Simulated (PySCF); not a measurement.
H2GeO (SMILES [OH][GeH]), singlet, geometry from GFN2-xTB. Base run: HF/def2-SVP, polarisability (PySCF).

The PySCF input:
```python
from pyscf import gto, scf
from pyscf.prop import polarizability

mol = gto.M(
    atom='''
Ge   -0.218109   -0.194571    0.255616
H    -1.540817   -0.041495   -0.793687
O     0.961681    0.651949   -0.725448
H     0.826864    1.052186   -1.582446
''',
    basis='def2-svp',
    charge=0,
    spin=0,
    verbose=4,
)

mf = scf.RHF(mol)
mf.kernel()
alpha = mf.Polarizability().polarizability()[2, 2]
print('alpha_zz =', alpha)
```

Variants of this job, named by their change:

```csv
change,alpha_zz (bohr³),basis functions
base,31.14,56
finite field (a.u.) = 0.05; conv_tol = 1e-11,31.25,56
functional = pbe0,32.79,56
basis = def2-TZVPD,39.74,112
finite field (a.u.) = 0.02; conv_tol = 1e-11,31.15,56
basis = aug-cc-pVDZ,39.83,77
functional = pbe,33.51,56
basis = cc-pVTZ,___,___
basis = 6-31G,___,___
basis = 6-31G*,29.89,50
finite field (a.u.) = 0.001; conv_tol = 1e-11,31.14,56
finite field (a.u.) = 2e-4; conv_tol = 1e-11,31.14,56
```

Task: What belongs in the gaps?

Result: 
- basis = cc-pVTZ, alpha_zz (bohr³): 35.63
- basis = cc-pVTZ, basis functions: 101
- basis = 6-31G, alpha_zz (bohr³): 28.63
- basis = 6-31G, basis functions: 40

Finite-field rows take the second difference of the energy in a field along z; a small field with loose convergence shows SCF noise divided by the square of the field, and a large one adds hyperpolarisability.
